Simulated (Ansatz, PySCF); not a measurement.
Cd(Me) (CH3Cd), SMILES [CH3][Cd+], charge +1. Atoms are numbered in the order given.

```xyz
5

Cd     0.0000     0.0000    -0.3657
C      0.0000     0.0000     1.8355
H      0.9161    -0.5289     2.0751
H     -0.9161    -0.5289     2.0751
H      0.0000     1.0578     2.0751
```
Charge +1, spin multiplicity 1.

The structure is a stationary point at B3LYP-D3(BJ)/def2-TZVP. The spin state was assumed, not searched. The isomer is the one that the SMILES or the coordinates give; other isomers of the formula were not compared. The def2 effective core potentials stand for the cores of Cd; spin–orbit coupling is left out.

Two levels are set side by side: PBE-D3(BJ)/def2-TZVP (Ansatz, a first-principles code) and B3LYP-D3(BJ)/def2-TZVP (Ansatz). Each level has its own optimised geometry; the coordinates shown are those of the second. Frequencies come from the Hessian of PySCF at each geometry. Differences are taken from unrounded values.

| quantity | B3LYP-D3(BJ) | PBE-D3(BJ) | PBE-D3(BJ) minus B3LYP-D3(BJ) |
|---|---|---|---|
| mean bond length (Å) | 1.364 | 1.364 | 0.000 |
| bond Cd1–C2 (Å) | 2.201 | 2.174 | -0.027 |
| bond C2–H3 (Å) | 1.085 | 1.094 | 0.009 |
| bond C2–H4 (Å) | 1.085 | 1.094 | 0.009 |
| bond C2–H5 (Å) | 1.085 | 1.094 | 0.009 |
| highest harmonic wavenumber (cm⁻¹) | 3227 | 3158 | -69 |
| mean harmonic wavenumber (cm⁻¹) | 1717 | 1675 | -42 |
| zero-point energy (kcal/mol) | 22.09 | 21.55 | -0.54 |
